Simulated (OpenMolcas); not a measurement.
# Pb+: effect of the level shift or regulariser

```yaml
Program: OpenMolcas 26.06
Basis: ANO-RCC-VTZP [8s7p5d3f2g]
Scalar_Hamiltonian: DKH2, point nucleus
Active_space: 3 electrons in 4 orbitals (6s 6p)
State_averaging: 2S+1 = 4 odd, 1 root (0 in the spin-orbit step); 2S+1 = 2 odd, 3 roots; 2S+1 = 4 even, 3 roots; 2S+1 = 2 even, 9 roots
Spin-orbit_coupling: state interaction with AMFI integrals over the reference wave functions, term energies averaged over their components
```

Methods on the same reference wave functions:
A. CASSCF
B. SS-CASPT2, IPEA 0.25 Eh, imaginary shift 0.1 Eh (closed shells correlated: 5d)
C. SS-CASPT2, IPEA 0.25 Eh, real shift 0.2 Eh (closed shells correlated: 5d)

Energies in cm⁻¹ above 6s² 6p ²P°_1/2, the measured ground level; measured values from NIST Handbook of Basic Atomic Spectroscopic Data.

```csv
Level,A,B,C,Measured
6s² 6p ²P°_1/2,0.0,0.0,0.0,0.0
6s² 6p ²P°_3/2,12372,12370,12370,14081
6s 6p² ⁴P_1/2,50877,59100,59090,57910
6s 6p² ⁴P_3/2,56945,65640,65620,66125
6s 6p² ⁴P_5/2,62929,70470,70590,73906
6s 6p² ²D_3/2,83110,80670,81370,
6s 6p² ²D_5/2,85531,84640,85240,88972
6s 6p² ²P_3/2,107943,100800,100960,
```

Deviations, from unrounded energies. A percentage is the sum of absolute deviations over the sum of measured energies, with the sign that they share, or ± where signs differ.

```csv
Against measurement,Levels,A,B,C
mean absolute deviation (cm-1),5,6500,2200,2100
fine structure of the ground term (%),1,-12.1,-12.1,-12.1
other configurations (%),4,-10.7,±3.3,±3.0
```

C lies closest to measurement on these levels and A furthest from it. The largest miss of C in the table is 6s 6p² ²D_5/2, by -3700 cm-1. The ranking rests on the paired levels alone, and a cruder setting can come out closer through cancelling errors.

Between B and C the level of the table that moves most is 6s 6p² ²D_3/2, by 700 cm-1 (lowest in B, highest in C). Moves below CASPT2's spread within the term are not significant.

The mean deviations of B to C differ by less than CASPT2's widest spread within a term (1000 cm-1), so their order carries little weight.

The lowest spin-free term lies below A's lowest term by 0.427 hartree in B, 0.426 hartree in C.

Term energies are means over components that CASPT2 splits; among the terms shown or strongly mixed into the levels shown the widest spread is 1000 cm-1 (6s 6p² ²D, B). Over all roots computed the reference weight is 0.86 to 0.93 in B; the roots of lowest weight are the least certain, and an intruder state may touch them. Some high roots are left out of the spin-orbit mixing, which shifts the levels that they would mix with. Terms of s pⁿ other than that of highest spin mix with s² pⁿ⁻² d, which this space lacks; all of them can be thousands of cm-1 off, and some have no real level of that name. Spin-orbit splittings of 6p shells tend to come out small when the coupling is added on scalar orbitals. Some levels mix across a computed gap that differs much from the measured one, so their mixing is not that of the real levels (holds for A). Computed and measured levels are paired by configuration, term and J; levels that our copy of the source lacks, or whose pairing is in doubt (as where it misses far off the trend of its configuration), stay unpaired and out of the deviations. Levels of configurations outside the active space are missing. The table leaves out levels that lie high or whose names do not pair safely across all columns.

° marks odd parity.
